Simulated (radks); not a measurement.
Ge5+, configuration [Ar] 3d9 (the NIST ground configuration). Calculated with a radial shooting solver on a logarithmic mesh with Libxc functionals: scalar-relativistic Kohn-Sham, r2SCAN, spin-polarised, spherical densities, finite nucleus; open shells are filled with parallel spins first; meta-GGA in the generalised Kohn-Sham scheme; Fermi nuclear charge, rms radius 4.0742 fm.

Normalised radial functions P(r) = r R(r), r in bohr:

r         2p down   3d up
0.004521   0.0203  0.0000
0.005701   0.0311  0.0001
0.00719    0.0476  0.0002
0.009067   0.0725  0.0003
0.01153    0.1112  0.0007
0.01454    0.1669  0.0013
0.01833    0.2477  0.0024
0.02312    0.3624  0.0046
0.02916    0.5208  0.0087
0.03706    0.7397  0.0163
0.04674    1.0084  0.0297
0.05895    1.3262  0.0527
0.07434    1.6692  0.0911
0.0945     1.9985  0.1553
0.1192     2.2201  0.2496
0.1503     2.2677  0.3829
0.1895     2.0897  0.5561
0.241      1.6813  0.7649
0.3039     1.1636  0.9677
0.3832     0.6674  1.1285
0.4833     0.3068  1.2013
0.6144     0.1027  1.1502
0.7748     0.0253  0.9871
0.9771     0.0041  0.7515
1.232      0.0004  0.4972
1.567      0.0000  0.2704
1.976      0.0000  0.1197
2.491      0.0000  0.0398

2p down: eigenvalue -1286.2 eV, 0 radial nodes, <r> = 0.184 bohr, 90 % of the charge inside 0.300 bohr. 3d up: eigenvalue -105.86 eV, 0 radial nodes, <r> = 0.680 bohr, 90 % of the charge inside 1.12 bohr.
